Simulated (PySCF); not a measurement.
SMILES CCC[SiH2]Cl, GFN2-xTB optimised geometry.

```
14

C      2.10    -1.19     0.00
C      0.57    -1.19     0.00
C      0.01     0.23     0.00
Si    -1.89     0.28     0.02
Cl    -2.48     2.21     0.06
H      2.48    -0.69    -0.88
H      2.48    -2.21     0.00
H      2.48    -0.68     0.88
H      0.21    -1.73     0.88
H      0.21    -1.73    -0.88
H      0.40     0.76     0.87
H      0.39     0.75    -0.88
H     -2.42    -0.38     1.21
H     -2.45    -0.33    -1.19
```

Density from B3LYP/def2-TZVP in PySCF at that geometry.

Minimum of the electron density along straight lines between bonded atoms, close to the bond critical point (lines longer than 1.1 times the sum of covalent radii, or with two minima, are not listed):

```json
[
 {"bond": "C1–C2", "length / Å": "1.524", "ρ at the minimum / e bohr⁻³": "0.248", "∇²ρ there / e bohr⁻⁵": "-0.62", "position (fraction from the first atom)": "0.50"},
 {"bond": "C2–C3", "length / Å": "1.527", "ρ at the minimum / e bohr⁻³": "0.244", "∇²ρ there / e bohr⁻⁵": "-0.59", "position (fraction from the first atom)": "0.50"},
 {"bond": "C3–Si4", "length / Å": "1.899", "ρ at the minimum / e bohr⁻³": "0.122", "∇²ρ there / e bohr⁻⁵": "0.11", "position (fraction from the first atom)": "0.61"},
 {"bond": "Si4–Cl5", "length / Å": "2.021", "ρ at the minimum / e bohr⁻³": "0.104", "∇²ρ there / e bohr⁻⁵": "0.27", "position (fraction from the first atom)": "0.37"},
 {"bond": "C1–H6", "length / Å": "1.088", "ρ at the minimum / e bohr⁻³": "0.281", "∇²ρ there / e bohr⁻⁵": "-0.96", "position (fraction from the first atom)": "0.64"},
 {"bond": "C1–H7", "length / Å": "1.088", "ρ at the minimum / e bohr⁻³": "0.281", "∇²ρ there / e bohr⁻⁵": "-0.97", "position (fraction from the first atom)": "0.64"},
 {"bond": "C1–H8", "length / Å": "1.088", "ρ at the minimum / e bohr⁻³": "0.281", "∇²ρ there / e bohr⁻⁵": "-0.96", "position (fraction from the first atom)": "0.64"},
 {"bond": "C2–H9", "length / Å": "1.092", "ρ at the minimum / e bohr⁻³": "0.281", "∇²ρ there / e bohr⁻⁵": "-0.97", "position (fraction from the first atom)": "0.64"},
 {"bond": "C2–H10", "length / Å": "1.092", "ρ at the minimum / e bohr⁻³": "0.281", "∇²ρ there / e bohr⁻⁵": "-0.97", "position (fraction from the first atom)": "0.64"},
 {"bond": "C3–H11", "length / Å": "1.093", "ρ at the minimum / e bohr⁻³": "0.275", "∇²ρ there / e bohr⁻⁵": "-0.92", "position (fraction from the first atom)": "0.64"},
 {"bond": "C3–H12", "length / Å": "1.093", "ρ at the minimum / e bohr⁻³": "0.275", "∇²ρ there / e bohr⁻⁵": "-0.92", "position (fraction from the first atom)": "0.64"},
 {"bond": "Si4–H13", "length / Å": "1.462", "ρ at the minimum / e bohr⁻³": "0.128", "∇²ρ there / e bohr⁻⁵": "0.16", "position (fraction from the first atom)": "0.49"},
 {"bond": "Si4–H14", "length / Å": "1.462", "ρ at the minimum / e bohr⁻³": "0.128", "∇²ρ there / e bohr⁻⁵": "0.16", "position (fraction from the first atom)": "0.49"}
]
```
